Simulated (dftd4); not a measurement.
C₆H₁₄N, doublet, at a GFN2-xTB geometry; D4 for pbe0 (dftd4).

The dftd4 input:
```
$ dftd4 mol.xyz --func pbe0 --charge 0 --json dftd4.json --noedisp

# file mol.xyz
21

C     -0.78444055     2.31390624    -0.21213019
C     -0.92158376     0.94288145    -0.72618139
N     -0.04394399     0.01269195    -0.03996213
C     -0.37217413    -1.37418904    -0.32035186
C     -1.54199866    -1.85935503     0.53025707
C      1.36117018     0.32312723    -0.25379544
C      2.21178958    -0.09019059     0.94202307
H     -1.05819233     3.15268870    -0.82042225
H     -0.49978019     2.47238166     0.80799615
H     -0.76276961     0.92885085    -1.82472144
H     -1.95320338     0.58673815    -0.56728675
H     -0.59962097    -1.52657484    -1.39133346
H      0.50113629    -1.98333989    -0.08050316
H     -2.46403595    -1.34597804     0.26894386
H     -1.69149959    -2.92621058     0.38228199
H     -1.33130743    -1.67312532     1.57960319
H      1.74752037    -0.15271108    -1.17231933
H      1.43569776     1.40702297    -0.38063349
H      3.24141303     0.22568209     0.79252063
H      1.82551531     0.37660703     1.84369834
H      2.20015840    -1.16795700     1.08298302
```

The log (banner, timings and long lists left out):

```
                    ____  _____ _____     ____  _  _
      -------------|  _ \|  ___|_   _|---|  _ \| || |------------
     |             | | | | |_    | | ___ | | | | || |_           |
     |             | |_| |  _|   | ||___|| |_| |__   _|          |
     |             |____/|_|     |_|     |____/   |_|            |
     |             ===================================           |
     |            E. Caldeweyher, S. Ehlert & S. Grimme          |
     |          Mulliken Center for Theoretical Chemistry        |
     |                    University of Bonn                     |
      -----------------------------------------------------------

Rational (Becke-Johnson) damping: pbe0-D4-ATM
---------------------
  s6         1.0000
  s8         1.2007
  s9         1.0000
  a1         0.4009
  a2         5.0293
 alp        16.0000
--------------------

Dispersion energy:      -1.4314228444280E-02 Eh

[Info] JSON dump of results written to 'dftd4.json'
```
